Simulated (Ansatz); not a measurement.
Job for Ansatz (a first-principles code): R-CCSD(T)/cc-pVDZ on C2H8GaN (SMILES [CH3][Ga]([CH3])[NH2]).

Ansatz 0.2 input:
```yaml
crystal:
  periodic: [false, false, false]
  atoms:
    - {symbol: C, position_ang: [-1.61091225, 1.04376701, -0.11630668]}
    - {symbol: Ga, position_ang: [0.10683714, 0.06349483, -0.04570428]}
    - {symbol: C, position_ang: [0.38901986, -1.76946969, 0.64513587]}
    - {symbol: N, position_ang: [1.58524939, 0.94147208, -0.68545821]}
    - {symbol: H, position_ang: [-2.03964538, 1.13803443, 0.88337189]}
    - {symbol: H, position_ang: [-1.48363937, 2.04303635, -0.53313065]}
    - {symbol: H, position_ang: [-2.33423051, 0.50319528, -0.73023500]}
    - {symbol: H, position_ang: [-0.22266988, -2.48518725, 0.09226933]}
    - {symbol: H, position_ang: [0.09378919, -1.83222773, 1.69441529]}
    - {symbol: H, position_ang: [1.43324114, -2.07127520, 0.56200211]}
    - {symbol: H, position_ang: [2.51275924, 0.54988762, -0.70426054]}
    - {symbol: H, position_ang: [1.57020144, 1.87527226, -1.06209914]}
basis:
  gaussian:
    orbitals: cc-pVDZ
magnetization: {spin_polarized: false}
correlation: {method: ccsd_t, electrons: outside_noble_gas}
scf: {lower_state_search: off}
```

The log:

```
WARN ansatz: RAYON_NUM_THREADS=4 ignored (pool sized by the plan → 4); use --threads N
Functional definition: HF
these checks for a lower state are left out or cut short: stability, starts, cluster_reference, orbital_swaps, neighbouring_geometries, increment
integrals: 0.16 GiB planned
1067 factors; integrals over basis functions are off by at most 1.2e-3 eV
mean field: 0.37 GiB planned
mean field evaluation 1: about -55999.3582 eV, gradient 4.1e1 eV
mean field evaluation 2: about -55999.4229 eV, gradient 4.1e1 eV
mean field evaluation 4: about -56003.3744 eV, gradient 3.4e0 eV
mean field evaluation 8: about -56003.4204 eV, gradient 1.8e-4 eV
mean field -56003.42044828 eV, -2058.0877409927 hartree, gradient 2.3e-6 eV, S^2 0.000000; 0 other end points of the search recorded, 0 dependent functions left out
17 core orbitals not correlated
reference -56003.42044828 eV, -2058.0877409927 hartree; 12, 12 occupied and 80, 80 virtual orbitals, 1067 factors
second order -14.58154015 eV of doubles, -0.00000000 eV of singles
coupled cluster: 0.42 GiB planned
cycle   1  -15.50068494 eV  change   -9.2e-1 eV  update   8.4e-2
cycle   2  -15.88681617 eV  change   -3.9e-1 eV  update   2.6e-2
cycle   3  -15.97212469 eV  change   -8.5e-2 eV  update   1.4e-2
cycle   4  -15.97247564 eV  change   -3.5e-4 eV  update   4.5e-3
cycle   5  -15.97164009 eV  change    8.4e-4 eV  update   2.0e-3
cycle   6  -15.97127804 eV  change    3.6e-4 eV  update   6.4e-4
cycle   7  -15.97111886 eV  change    1.6e-4 eV  update   1.8e-4
cycle   8  -15.97112407 eV  change   -5.2e-6 eV  update   5.3e-5
cycle   9  -15.97111475 eV  change    9.3e-6 eV  update   1.4e-5
perturbative correction -0.42990965 eV, -0.0157988884 hartree
Total energy: -56019.82147269 eV, -2058.6904675225 hartree
Checks for a lower state left out: stability, starts, cluster_reference, orbital_swaps, neighbouring_geometries, increment
```

The calculation finished and met its thresholds.

Cost: very roughly 16 core-seconds.
